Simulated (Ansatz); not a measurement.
Born–Oppenheimer molecular dynamics of ClH₄O₃Zr (9 atoms, charge 0, multiplicity 2). It starts at the highest image of a converged band. Of that band: A vibrational analysis at the climbing image gives one clearly imaginary mode, 295i cm⁻¹, and a faint second one (21i cm⁻¹) that may be numerical noise or a soft torsion: probably a first-order saddle point.

Method: Ansatz, UKS PBE0/def2-SVP.

| Item | Value |
| --- | --- |
| ensemble | NVE (velocity Verlet) |
| time step | 0.5 fs |
| steps asked | 200 |
| starting velocities drawn for | 100 K |
| seed | 3651 |

Frames 1 fs apart, positions in Å, forces in eV/Å.

Velocities at 60 fs (Å/ps):

```
Zr -0.40 -0.39 -3.54
Cl 0.63 1.94 6.58
O 0.62 -1.14 2.26
H 0.30 4.90 4.82
O 0.32 0.14 2.39
H -5.67 3.56 11.81
O 0.47 -1.34 -0.23
H -4.64 1.59 3.93
H 2.10 -5.56 -1.86
```

```xyz
9
Properties=species:S:1:pos:R:3:forces:R:3 time_fs=60 energy_less_start_eV=-0.085 T=195
Zr -0.164 -0.253 -0.170 -0.07 0.59 -0.52
Cl 0.059 0.162 2.948 -0.03 -0.01 -0.04
O 1.767 -0.194 -0.425 0.20 -0.11 -0.33
H 2.643 -0.168 -0.841 -0.67 -0.04 0.40
O -1.113 1.417 -0.512 0.66 -1.26 0.43
H -1.529 2.195 -0.845 -0.34 0.62 -0.24
O -1.204 -1.886 -0.125 0.23 0.25 0.02
H -1.794 -2.626 -0.249 -0.02 -0.09 0.01
H 0.182 0.435 4.215 0.04 0.05 0.26
9
Properties=species:S:1:pos:R:3:forces:R:3 time_fs=61 energy_less_start_eV=-0.093 T=203
Zr -0.164 -0.253 -0.173 -0.06 0.56 -0.52
Cl 0.059 0.164 2.955 -0.05 -0.05 -0.23
O 1.768 -0.195 -0.422 -0.02 -0.11 -0.22
H 2.641 -0.164 -0.834 -0.44 -0.04 0.30
O -1.112 1.417 -0.509 0.49 -0.95 0.29
H -1.536 2.201 -0.834 -0.18 0.33 -0.11
O -1.203 -1.887 -0.125 0.20 0.22 0.01
H -1.799 -2.624 -0.245 0.01 -0.05 0.02
H 0.185 0.429 4.215 0.06 0.09 0.46
9
Properties=species:S:1:pos:R:3:forces:R:3 time_fs=62 energy_less_start_eV=-0.100 T=210
Zr -0.165 -0.253 -0.177 -0.04 0.53 -0.50
Cl 0.060 0.166 2.961 -0.06 -0.07 -0.31
O 1.768 -0.196 -0.420 -0.49 -0.13 -0.01
H 2.634 -0.159 -0.825 0.04 -0.02 0.08
O -1.111 1.416 -0.506 0.20 -0.42 0.09
H -1.545 2.210 -0.824 0.09 -0.16 0.09
O -1.203 -1.889 -0.125 0.15 0.16 0.00
H -1.803 -2.624 -0.241 0.06 0.01 0.02
H 0.188 0.425 4.219 0.06 0.10 0.54
9
Properties=species:S:1:pos:R:3:forces:R:3 time_fs=63 energy_less_start_eV=-0.099 T=210
Zr -0.165 -0.253 -0.180 -0.03 0.48 -0.47
Cl 0.060 0.168 2.967 -0.05 -0.06 -0.25
O 1.769 -0.198 -0.418 -0.98 -0.15 0.21
H 2.627 -0.155 -0.814 0.53 0.00 -0.15
O -1.111 1.415 -0.504 -0.04 0.01 -0.07
H -1.553 2.218 -0.814 0.31 -0.56 0.23
O -1.202 -1.890 -0.125 0.11 0.12 -0.01
H -1.807 -2.623 -0.237 0.10 0.05 0.03
H 0.191 0.421 4.228 0.06 0.09 0.47
9
Properties=species:S:1:pos:R:3:forces:R:3 time_fs=64 energy_less_start_eV=-0.102 T=214
Zr -0.165 -0.254 -0.184 -0.01 0.44 -0.42
Cl 0.061 0.170 2.974 -0.03 -0.02 -0.07
O 1.769 -0.199 -0.416 -1.17 -0.16 0.29
H 2.626 -0.151 -0.805 0.74 0.02 -0.23
O -1.110 1.414 -0.501 -0.13 0.17 -0.12
H -1.558 2.221 -0.801 0.37 -0.67 0.27
O -1.201 -1.891 -0.126 0.09 0.11 -0.01
H -1.810 -2.622 -0.232 0.11 0.06 0.03
H 0.195 0.419 4.242 0.04 0.05 0.27
9
Properties=species:S:1:pos:R:3:forces:R:3 time_fs=65 energy_less_start_eV=-0.115 T=227
Zr -0.166 -0.254 -0.188 0.00 0.39 -0.37
Cl 0.062 0.171 2.980 -0.01 0.03 0.17
O 1.768 -0.200 -0.414 -0.92 -0.14 0.17
H 2.631 -0.146 -0.799 0.51 0.01 -0.13
O -1.109 1.413 -0.498 -0.05 0.01 -0.06
H -1.560 2.217 -0.786 0.26 -0.47 0.18
O -1.200 -1.891 -0.126 0.11 0.14 -0.01
H -1.813 -2.620 -0.227 0.09 0.03 0.03
H 0.199 0.416 4.258 0.01 0.00 0.01
9
Properties=species:S:1:pos:R:3:forces:R:3 time_fs=66 energy_less_start_eV=-0.124 T=237
Zr -0.166 -0.254 -0.192 0.00 0.34 -0.32
Cl 0.062 0.173 2.987 0.02 0.07 0.40
O 1.766 -0.202 -0.411 -0.38 -0.11 -0.06
H 2.641 -0.142 -0.793 0.00 -0.03 0.10
O -1.108 1.412 -0.496 0.18 -0.39 0.08
H -1.560 2.209 -0.769 0.01 -0.01 0.02
O -1.199 -1.892 -0.126 0.15 0.20 -0.01
H -1.814 -2.618 -0.222 0.04 -0.03 0.02
H 0.204 0.414 4.274 -0.02 -0.05 -0.24
9
Properties=species:S:1:pos:R:3:forces:R:3 time_fs=67 energy_less_start_eV=-0.121 T=234
Zr -0.167 -0.254 -0.196 0.00 0.28 -0.28
Cl 0.063 0.175 2.993 0.04 0.10 0.57
O 1.764 -0.204 -0.409 0.13 -0.06 -0.27
H 2.651 -0.138 -0.786 -0.47 -0.06 0.30
O -1.107 1.411 -0.493 0.41 -0.80 0.22
H -1.559 2.201 -0.751 -0.26 0.46 -0.13
O -1.198 -1.893 -0.126 0.19 0.25 -0.01
H -1.815 -2.616 -0.216 0.00 -0.08 0.02
H 0.208 0.411 4.288 -0.04 -0.08 -0.42
9
Properties=species:S:1:pos:R:3:forces:R:3 time_fs=68 energy_less_start_eV=-0.119 T=232
Zr -0.167 -0.254 -0.200 0.01 0.22 -0.24
Cl 0.063 0.177 3.000 0.05 0.11 0.64
O 1.763 -0.205 -0.407 0.39 -0.04 -0.36
H 2.657 -0.134 -0.777 -0.68 -0.08 0.38
O -1.106 1.409 -0.490 0.49 -0.93 0.26
H -1.560 2.197 -0.736 -0.38 0.66 -0.19
O -1.197 -1.893 -0.127 0.19 0.25 -0.01
H -1.816 -2.615 -0.211 -0.02 -0.10 0.01
H 0.212 0.408 4.298 -0.05 -0.09 -0.50
9
Properties=species:S:1:pos:R:3:forces:R:3 time_fs=69 energy_less_start_eV=-0.130 T=244
Zr -0.168 -0.254 -0.203 0.03 0.14 -0.22
Cl 0.064 0.179 3.007 0.05 0.10 0.60
O 1.761 -0.207 -0.405 0.29 -0.04 -0.30
H 2.656 -0.131 -0.764 -0.54 -0.07 0.31
O -1.105 1.407 -0.487 0.32 -0.64 0.18
H -1.565 2.200 -0.721 -0.26 0.46 -0.12
O -1.196 -1.894 -0.127 0.15 0.21 -0.01
H -1.817 -2.615 -0.205 0.01 -0.07 0.02
H 0.215 0.404 4.304 -0.05 -0.09 -0.47
9
Properties=species:S:1:pos:R:3:forces:R:3 time_fs=70 energy_less_start_eV=-0.143 T=257
Zr -0.168 -0.254 -0.207 0.05 0.06 -0.21
Cl 0.065 0.181 3.014 0.04 0.07 0.46
O 1.760 -0.209 -0.403 -0.10 -0.07 -0.13
H 2.651 -0.129 -0.748 -0.11 -0.04 0.14
O -1.103 1.405 -0.484 -0.01 -0.07 0.03
H -1.573 2.206 -0.708 0.02 -0.02 0.02
O -1.194 -1.894 -0.127 0.09 0.14 -0.01
H -1.818 -2.615 -0.199 0.05 -0.02 0.02
H 0.218 0.398 4.304 -0.03 -0.06 -0.32
9
Properties=species:S:1:pos:R:3:forces:R:3 time_fs=71 energy_less_start_eV=-0.144 T=259
Zr -0.168 -0.254 -0.211 0.07 -0.02 -0.20
Cl 0.065 0.183 3.021 0.01 0.03 0.23
O 1.759 -0.211 -0.401 -0.58 -0.11 0.07
H 2.644 -0.127 -0.731 0.43 0.01 -0.06
O -1.101 1.402 -0.481 -0.32 0.47 -0.10
H -1.580 2.212 -0.695 0.28 -0.46 0.13
O -1.193 -1.894 -0.127 0.03 0.07 -0.01
H -1.819 -2.616 -0.193 0.10 0.03 0.03
H 0.221 0.393 4.303 -0.01 -0.02 -0.08
```

Of the whole run (100 fs, mean temperature of the second half 255 K): The conserved energy stayed within 0.05 meV per atom of its start (net change 0.018 meV per atom), so the integration is sound. The kinetic energy rose, since the run started high on the potential surface and went downhill. It ends in pieces (ClH + H3O3Zr), so much of that is their flight and rotation, not heat. A run of 0.1 ps of so small a system gives no equilibrium averages.

Run time: 8.2 min on 4 threads of Arm Neoverse V2, on a shared host, peak memory 0.36 GiB.
